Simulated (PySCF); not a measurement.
Excitation energy of Au⁺ by level of theory

Au⁺ [Xe] 4f14 5d10 (1S) → Au⁺ [Xe] 4f14 5d9 6s1 (3D), as a difference of total energies. All numbers are calculated (PySCF 2.14, the spin-free X2C one-electron Hamiltonian (Gaussian nucleus), in ANO-RCC-VTZP (8s7p5d3f1g, 84 functions)). Correlated levels: valence: [Xe] 4f14 frozen; valence and next inner shell: [Kr] 4d10 4f14 frozen. The calculations carry no spin-orbit coupling.

| method | excitation energy (eV) |
| --- | --- |
| UHF | 2.069 |
| LDA | 2.247 |
| PBE | 2.142 |
| PBE0 | 2.260 |
| r2SCAN | 1.960 |
| PBEsol | 2.178 |
| BLYP | 2.065 |
| M06-2X | 2.530 |
| MP2 (valence) | 2.614 |
| SCS-MP2 (valence) | 2.679 |
| MP2 (valence and next inner shell) | 2.463 |
| SCS-MP2 (valence and next inner shell) | 2.508 |

Question: How much does correlation contribute at MP2 (valence and next inner shell)?

Answer: 2.463 − (2.069) = 0.394 eV, measured against UHF.

A first-order spin-orbit estimate (lowest level to lowest level, LS coupling) adds -0.658 eV.

The basis was made for the ground configuration and has no added diffuse functions, so the excitation energy can come out too high.
